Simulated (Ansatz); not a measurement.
Consider the ligand exchange at a Y–Cl bond: `[CH3][Y]([F])[Cl]` + CH₃OH → `C[O][Y]([CH3])[F]` + HCl.

Isolated molecules relaxed with PBE0-D4/def2-TZVP in Ansatz; ΔE leaves out vibrations. CCSD(T)/CBS adds triple-zeta CCSD(T) − MP2 to the extrapolated MP2 energy (def2 sets, frozen cores). This one scheme is used for every species. DFT in def2-TZVPP. B3LYP here is the variant with VWN-RPA as its local correlation; programs differ in this. Elements past krypton have def2 core potentials. For Y outer-core shells are correlated without core-valence functions, which leaves a few kJ/mol of doubt a bond. Each species was taken in one conformer, which may not be the lowest.

`[CH3][Y]([F])[Cl]`:

Cartesian coordinates in Å:
```
C -0.103 -1.060 0.277
Y 0.286 1.214 -0.055
F 2.098 1.643 -0.735
Cl -1.709 2.611 -0.460
H -0.635 -1.493 -0.582
H 0.807 -1.659 0.408
H -0.744 -1.256 1.148
```

CH₃OH:

```xyz
6

C     0.007   -0.342    0.101
O     0.152    1.053    0.236
H     0.281   -0.786    1.058
H     0.668   -0.758   -0.670
H    -1.026   -0.634   -0.128
H    -0.082    1.467   -0.597
```

`C[O][Y]([CH3])[F]`:

```xyz
11

C     1.709   -0.887   -1.568
O     0.600   -0.236   -1.047
Y    -0.861    0.903   -0.278
C    -1.559    0.233    1.881
F    -0.969    2.870   -0.655
H     1.464   -1.390   -2.512
H     2.084   -1.649   -0.873
H     2.528   -0.185   -1.770
H    -2.390    0.829    2.281
H    -0.738    0.335    2.606
H    -1.868   -0.820    1.934
```

HCl:

Cartesian coordinates in Å:
```
Cl -0.251 -0.321 0.493
H 0.251 0.321 -0.493
```

```json
{"level": "LDA (SPW92)", "ΔE (kJ/mol)": "41.6", "difference from CCSD(T)/CBS": "-12.2"}
{"level": "revPBE-D4", "ΔE (kJ/mol)": "48.2", "difference from CCSD(T)/CBS": "-5.6"}
{"level": "BLYP-D4", "ΔE (kJ/mol)": "42.0", "difference from CCSD(T)/CBS": "-11.8"}
{"level": "r2SCAN-D4", "ΔE (kJ/mol)": "55.0", "difference from CCSD(T)/CBS": "1.2"}
{"level": "PBE0-D4", "ΔE (kJ/mol)": "56.7", "difference from CCSD(T)/CBS": "2.9"}
{"level": "BHLYP-D4", "ΔE (kJ/mol)": "58.8", "difference from CCSD(T)/CBS": "5.0"}
{"level": "ωB97M-V", "ΔE (kJ/mol)": "54.2", "difference from CCSD(T)/CBS": "0.4"}
{"level": "BLYP", "ΔE (kJ/mol)": "44.9", "difference from CCSD(T)/CBS": "-8.9"}
{"level": "r2SCAN", "ΔE (kJ/mol)": "55.6", "difference from CCSD(T)/CBS": "1.8"}
{"level": "B3LYP", "ΔE (kJ/mol)": "51.6", "difference from CCSD(T)/CBS": "-2.2"}
{"level": "r2SCAN0", "ΔE (kJ/mol)": "61.1", "difference from CCSD(T)/CBS": "7.3"}
{"level": "LC-ωPBE", "ΔE (kJ/mol)": "53.7", "difference from CCSD(T)/CBS": "-0.1"}
{"level": "HF/def2-SVP", "ΔE (kJ/mol)": "73.7", "difference from CCSD(T)/CBS": "19.9"}
{"level": "MP2/def2-SVP", "ΔE (kJ/mol)": "38.4", "difference from CCSD(T)/CBS": "-15.4"}
{"level": "HF/def2-TZVPP", "ΔE (kJ/mol)": "74.4", "difference from CCSD(T)/CBS": "20.6"}
{"level": "CCSD/def2-TZVPP", "ΔE (kJ/mol)": "51.4", "difference from CCSD(T)/CBS": "-2.4"}
{"level": "CCSD(T)/CBS", "ΔE (kJ/mol)": "53.8", "difference from CCSD(T)/CBS": "0"}
```

Largest T1 diagnostic among the species: 0.014.

From r2SCAN to r2SCAN0 (25 % exact exchange), in def2-TZVPP and without D4, ΔE moves by +5.6 kJ/mol. In def2-TZVPP, CCSD(T) changes the Hartree–Fock value by −25.9 kJ/mol (the triples alone add −2.9 kJ/mol) and MP2 by −26.9 kJ/mol. At CCSD(T), def2-SVP lies −15.5 kJ/mol from the extrapolated value and def2-TZVPP −5.3 kJ/mol.
